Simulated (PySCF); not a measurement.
PySCF input file for F2H3NOSi, SMILES N[Si](F)(O)F, PBE0/pcSseg-1. Geometry optimised at r2SCAN-D4/def2-SVP. The values are those of a single conformer.

```python
import numpy as np
from pyscf import gto, scf, dft
from pyscf.prop.nmr import rks as nmr

mol = gto.M(
    atom='''
    N     1.68870376    0.04329616    0.00899718
    Si    0.00638706    0.00798752    0.00545877
    O    -0.56012183    1.54147315   -0.09139104
    F    -0.47819039   -0.77630822    1.32776357
    F    -0.68627085   -0.82733777   -1.19724015
    H     2.22593498    0.71530864   -0.52434475
    H     2.25554482   -0.68056103    0.43260267
    H    -1.43069918    1.65138249   -0.49124338
    ''',
    basis='pcSseg-1',
    charge=0,
    spin=0,
    max_memory=1600,
    verbose=3,
)
mf = dft.RKS(mol, xc='pbe0')
mf.grids.level = 3
mf.conv_tol = 1e-10
mf.max_cycle = 100
mf.kernel()
n = nmr.NMR(mf)
n.verbose = 2
n.max_cycle_cphf = 60
sigma = n.kernel()
print('atom   isotropic/ppm   span/ppm')
for i, s in enumerate(sigma):
    w = np.linalg.eigvalsh((s + s.T) / 2)
    print(f'{mol.atom_symbol(i):2s}{i + 1:3d} {w.mean():14.3f} {w[2] - w[0]:11.3f}')
```

Program output:

```
converged SCF energy = -620.685474739305
atom   isotropic/ppm   span/ppm
N   1        248.994      61.297
Si  2        417.975      65.752
O   3        288.052      64.610
F   4        328.991     119.512
F   5        317.355     122.795
H   6         30.201      18.749
H   7         30.286      18.925
H   8         29.192      21.684
```

The calculation finished and met its thresholds.
